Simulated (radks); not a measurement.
Excited configurations of Xe: one electron is placed in a higher orbital outside [Kr] 4d10 5s2 5p5. The ground configuration is [Xe]. Method: Dirac Kohn-Sham, LDA (Slater exchange, Perdew-Wang correlation), spin-unpolarised, spherical densities, finite nucleus; open shells fill j = l - 1/2 first; Fermi nuclear charge, rms radius 4.7859 fm; computed with a radial shooting solver on a logarithmic mesh with Libxc functionals. Excitation = E - E(ground); binding = E(ion) - E, where the ion is the core of charge +1; n* = 1/sqrt(2 binding) in atomic units, and the quantum defect is n - n*.

outer orbital  excitation (eV)  binding (eV)     n*  quantum defect  eigenvalue (eV)  <r> (bohr)
4f5/2                   11.344         0.914  3.859           0.141           -0.439       17.41
5d3/2                   10.025         2.232  2.469           2.531           -0.638       6.574
5f5/2                   11.626         0.632  4.640           0.360           -0.369       29.42
6d3/2                   10.968         1.290  3.247           2.753           -0.686       14.08
7s1/2                   10.517         1.741  2.795           4.205           -1.057       12.57
7p1/2                   10.930         1.327  3.202           3.798           -0.789       15.68
7d3/2                   11.449         0.809  4.100           2.900           -0.490       24.81

Estimate the row for 6p1/2.

Answer. excitation (eV) 9.743; binding (eV) 2.515; n* 2.326; quantum defect 3.674; eigenvalue (eV) -1.318; <r> (bohr) 7.674. The Delta-SCF ionisation energy is 12.258 eV (NIST Atomic Spectra Database: 12.130 eV, measured). Self-interaction in the functional shifts the binding energies and quantum defects, so they are the method's values and not measured ones. Spin polarisation and multiplet splitting are left out, so open shells lie too high by an amount that depends on their filling.

Beside tabulated values, note that spin-unpolarised runs miss the spin-polarisation part of the exchange energy of open shells.
